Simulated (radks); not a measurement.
Problem. The mean radii <r> (bohr) of the occupied orbitals of an atom or ion are listed with their occupations. Calculated with a radial shooting solver on a logarithmic mesh with Libxc functionals: non-relativistic Kohn-Sham, exchange-only PBE, spin-polarised, spherical densities, point nucleus.

orbital  occ.      <r>
1s up       1  0.03814
1s down     1  0.03814
2s up       1   0.1653
2s down     1   0.1651
2p up       3   0.1417
2p down     3   0.1417
3s up       1   0.4089
3s down     1   0.4103
3p up       3   0.3939

Name the element and its charge. Open shells, if any, are filled with parallel spins first.

Solution. Z = 40, zirconium, charge +25: Zr25+ in [Ne] 3s2 3p3. The 1s radius gives Z: for a bare nucleus <r> = 1.5/Z, 0.0375 bohr for Z = 40, and screening makes it slightly larger (0.03814 here). The occupations add up to 15, and the charge is Z minus that.
